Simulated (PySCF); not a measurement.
Vertical excitations of a molecule C3H10ClNSi from TDA-PBE0/def2-SVPD (PySCF), as energy in eV (oscillator strength): 6.11 (0.004), 6.53 (0.034), 6.64 (0.070), 7.06 (0.079), 7.20 (0.011), 7.38 (0.009). Lowest triplet (TDA): 5.96 eV. Geometry optimised at B3LYP-D3(BJ)/def2-SVP. The values are those of a single conformer.

Task: Which molecule gave these data?
A) C[C@@H](N)[Si@H](C)Cl
B) CC[C@@H](N)[SiH2]Cl
C) CN(C)[Si@@H](C)Cl
D) CC(C)N[SiH2]Cl

Result: C, CN(C)[Si@@H](C)Cl
